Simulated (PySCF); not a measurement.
A structure optimised at PBE-D3(BJ)/def2-SVP, used in a PySCF frequency run:

```
C
H 1 1.1107
H 1 1.1107 2 105.80
C 1 1.5318 2 111.81 3 -121.94
H 4 1.1095 1 112.08 2 178.93
H 4 1.1095 5 107.19 1 -123.37
H 4 1.1104 5 106.89 6 -114.32
Ga 1 1.9726 2 105.87 3 112.07
F 8 1.7716 1 120.62 2 -56.01
O 8 1.8015 9 109.94 1 180.00
H 10 0.9750 8 111.75 9 180.00
```

Problem. Write its SMILES, formula and point group.

Solution. C[CH2][Ga]([OH])[F], C2H6FGaO, Cs

Problem. What are its rotational constants (standard atomic weights)?

Solution. 5.5569, 2.2855, 1.6532 GHz
